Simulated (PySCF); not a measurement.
C3H9NSi, SMILES NC/C=C/[SiH3]. Atoms are numbered in the order given.

```xyz
14

N     -2.7043    -1.0313    -0.2850
C     -1.9557     0.0125     0.4144
C     -0.4603    -0.1795     0.4048
C      0.4360     0.6640    -0.1338
Si     2.2795     0.3564    -0.1606
H     -2.5603    -1.9356     0.1668
H     -2.3464    -1.1325    -1.2359
H     -2.3154     0.0460     1.4587
H     -2.2042     0.9909    -0.0307
H     -0.1127    -1.1202     0.8584
H      0.0519     1.5923    -0.5820
H      2.5655    -0.9581     0.4860
H      3.0172     1.4304     0.5709
H      2.8017     0.3337    -1.5608
```

The structure is a stationary point at B3LYP-D3(BJ)/def2-SVP. The structure was generated by enumeration; whether it is a known compound was not checked. Other conformers were not sampled.

Calculation: PySCF with PBE/pcSseg-1.

GIAO shieldings, no solvent; atoms listed in one row are averaged. δ = σ(ref) − σ: ¹⁵N against NH3 (σ = 267.0 ppm); ¹³C against TMS (σ = 182.0 ppm); ²⁹Si against TMS (σ = 335.4 ppm); ¹H against TMS (σ = 31.49 ppm), references at their B3LYP-D3(BJ)/def2-TZVP geometries, non-relativistic.

Computed chemical shifts:
| nucleus | atoms | count | δ (ppm) |
|---|---|---|---|
| ¹⁵N | N1 | 1 | 50.6 |
| ¹³C | C3 | 1 | 165.4 |
| ¹³C | C4 | 1 | 123.8 |
| ¹³C | C2 | 1 | 58.9 |
| ²⁹Si | Si5 | 1 | -70.8 |
| ¹H | H10 | 1 | 6.60 |
| ¹H | H11 | 1 | 5.92 |
| ¹H | H12, H13, H14 | 3 | 4.49 |
| ¹H | H8 | 1 | 3.73 |
| ¹H | H9 | 1 | 3.33 |
| ¹H | H6 | 1 | 0.77 |
| ¹H | H7 | 1 | 0.39 |
